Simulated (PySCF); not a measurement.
HfI₄, singlet, at a GFN2-xTB geometry (such geometries of metal compounds can be far from the true shape) (core potentials on Hf, I); DF-HF/def2-SV(P) (PySCF).

PySCF was given this input:
```python
from pyscf import gto, scf

mol = gto.M(
    atom='''
Hf   -0.00000000    0.00000000   -0.00000000
I     2.15787916   -0.67548443   -1.60777706
I     0.88007107    0.43252268    2.59539358
I    -1.18880847    2.31130827   -0.97069936
I    -1.84914175   -2.06834653   -0.01691715
''',
    basis='def2-sv(p)',
    ecp={'Hf': 'def2-sv(p)', 'I': 'def2-sv(p)'},
    verbose=4,
)

mf = scf.RHF(mol)
mf = mf.density_fit(auxbasis='def2-universal-jkfit')
mf.kernel()
```

It wrote (shortened):

```
PySCF version 2.14.0

[INPUT] verbose = 4
[INPUT] num. atoms = 5
[INPUT] num. electrons = 112
[INPUT] charge = 0
[INPUT] spin (= nelec alpha-beta = 2S) = 0
[INPUT] symmetry False subgroup None
[INPUT] Mole.unit = angstrom
[INPUT] Symbol           X                Y                Z      unit          X                Y                Z       unit  Magmom
[INPUT]  1 Hf     0.000000000000   0.000000000000   0.000000000000 AA    0.000000000000   0.000000000000   0.000000000000 Bohr   0.0
[INPUT]  2 I      2.157879160000  -0.675484430000  -1.607777060000 AA    4.077800622307  -1.276480574108  -3.038258312758 Bohr   0.0
[INPUT]  3 I      0.880071070000   0.432522680000   2.595393580000 AA    1.663093292453   0.817349407863   4.904583051654 Bohr   0.0
[INPUT]  4 I     -1.188808470000   2.311308270000  -0.970699360000 AA   -2.246522422863   4.367739619742  -1.834355939691 Bohr   0.0
[INPUT]  5 I     -1.849141750000  -2.068346530000  -0.016917150000 AA   -3.494371472999  -3.908608472394  -0.031968780308 Bohr   0.0

nuclear repulsion = 666.871591121531
number of shells = 51
number of NR pGTOs = 294
number of NR cGTOs = 129
basis = def2-sv(p)
ecp = {'Hf': 'def2-sv(p)', 'I': 'def2-sv(p)'}

******** <class 'pyscf.df.df_jk.DFRHF'> ********
method = DFRHF
initial guess = minao
damping factor = 0
level_shift factor = 0
DIIS = <class 'pyscf.scf.diis.CDIIS'>
diis_start_cycle = 1
diis_space = 8
diis_damp = 0
SCF conv_tol = 1e-09
SCF conv_tol_grad = None
SCF max_cycles = 50
direct_scf = False
Set gradient conv threshold to 3.16228e-05
Initial guess from minao.
******** <class 'pyscf.df.df.DF'> ********
auxbasis = def2-universal-jkfit
init E= -1090.7727395726
  HOMO = -1.9329939279055  LUMO = -1.4930487606752  gap/eV = 11.97152
cycle= 1 E= -1230.99798285924  delta_E= -140  |g|=  4.2  |ddm|= 16.8
  HOMO = -0.154466239682362  LUMO = -0.0173819196762148  gap/eV = 3.73025
cycle= 2 E= -1233.23465322286  delta_E= -2.24  |g|= 2.29  |ddm|= 9.52
  HOMO = -0.31765223136153  LUMO = 0.129591799797845  gap/eV = 12.17013
cycle= 3 E= -1234.12212572943  delta_E= -0.887  |g|= 0.778  |ddm|= 3.21
  HOMO = -0.384131238563941  LUMO = -0.0519180262234471  gap/eV = 9.03998
cycle= 4 E= -1234.33503399113  delta_E= -0.213  |g|= 0.152  |ddm|=  1.3
  HOMO = -0.3792779553496  LUMO = -0.00523372555902112  gap/eV = 10.17826
cycle= 5 E= -1234.34407429095  delta_E= -0.00904  |g|= 0.0207  |ddm|= 0.222
  HOMO = -0.381407319045279  LUMO = -0.00636366264264252  gap/eV = 10.20546
cycle= 6 E= -1234.34431796929  delta_E= -0.000244  |g|= 0.00562  |ddm|= 0.0495
  HOMO = -0.381520750972902  LUMO = -0.00676113348685847  gap/eV = 10.19773
cycle= 7 E= -1234.34435492039  delta_E= -3.7e-05  |g|= 0.00152  |ddm|= 0.022
  HOMO = -0.381597609536906  LUMO = -0.00634656105501344  gap/eV = 10.21110
cycle= 8 E= -1234.34435904526  delta_E= -4.12e-06  |g|= 0.000239  |ddm|= 0.00808
  HOMO = -0.381607122879437  LUMO = -0.00628584738936226  gap/eV = 10.21301
cycle= 9 E= -1234.34435910506  delta_E= -5.98e-08  |g|= 2.36e-05  |ddm|= 0.000947
  HOMO = -0.381608078190776  LUMO = -0.00628755302290012  gap/eV = 10.21299
cycle= 10 E= -1234.3443591056  delta_E= -5.42e-10  |g|= 6.16e-06  |ddm|= 8.96e-05
  HOMO = -0.381608332012762  LUMO = -0.00628604139640162  gap/eV = 10.21304
Extra cycle  E= -1234.34435910561  delta_E= -1.73e-11  |g|= 3.08e-06  |ddm|= 2.25e-05
converged SCF energy = -1234.34435910561
```
